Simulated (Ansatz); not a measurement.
Consider the ligand exchange at the Si–C bond: `F[SiH2]C[SiH2]F` + `[SH][GeH3]` → `F[SiH2][S][GeH3]` + `C[SiH2]F`.

Gas-phase electronic energies from Ansatz, PBE0-D4/def2-TZVP geometries. CCSD(T)/CBS adds triple-zeta CCSD(T) − MP2 to the extrapolated MP2 energy (def2 sets, frozen cores). DFT in def2-TZVPP. B3LYP here is the variant with VWN-RPA as its local correlation; programs differ in this. For Ge outer-core shells are correlated without core-valence functions, which leaves a few kJ/mol of doubt a bond. Scalar relativity is left out up to krypton. One conformer a species, not always the lowest.

Q: Is it downhill or uphill in electronic energy at CCSD(T)/CBS, and by how much? (Estimate.)

A: Ansatz gave: Downhill: ΔE = -15.4 kcal/mol.

Q: What do these levels give: B3LYP-D4, BHLYP-D4, revPBE, PBE0, HF/def2-SVP, CCSD/def2-SVP? (Best estimate.)

A: Ansatz gave: B3LYP-D4 -15.6, BHLYP-D4 -15.6, revPBE -15.7, PBE0 -15.5, HF/def2-SVP -14.3, CCSD/def2-SVP -13.9 kcal/mol.

Largest T1 diagnostic among the species: 0.012.

Leaving LDA and LC-ωPBE aside and taking each functional with its dispersion term where it has one, the values, not all of them listed here, spread over 1.4 kcal/mol, from revPBE-D4 to CAM-B3LYP-D4. At CCSD(T), def2-SVP lies +1.3 kcal/mol from the extrapolated value and def2-TZVPP +0.8 kcal/mol.
